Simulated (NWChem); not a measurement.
Molecule: C3H4BrF; SMILES F[C@@H]1C[C@H]1Br

All runs: NWChem. Pople sets run with spherical d functions. Structure relaxed at the B3LYP/6-31G* (spherical d) level. COSMO at M05-2X/6-31G*, default radii, gas-phase geometry; f = (ε − 1)/ε scales the surface charges.

| row | f | electrostatic solvation energy (kcal/mol) |
|---|---|---|
| ε = 1.5 | 0.3333 | -1.25 |
| ε = 2.4 | 0.5833 | -2.25 |
| ε = 3.9 | 0.7436 | withheld |
| ε = 11.7 | 0.9145 | -3.66 |
| ε = 46.7 | 0.9786 | -3.95 |

### Question
Fit a straight line of the last column on the one before it, predict the withheld value, and compare with the run.

### Answer

1. Means of the 4 shown rows: x = 0.70243, y = -2.777. Slope Σ(x − x̄)(y − ȳ)/Σ(x − x̄)² = -1.138/0.2717 = -4.187; intercept 0.164.
2. The shown rows scatter about the line by 0.019 (root mean square); the largest residual is +0.03, at ε = 2.4.
3. At x = 0.7436 (ε = 3.9; inside the shown range) the line gives -2.95.
4. The run gives -2.92, +0.03 from the line.
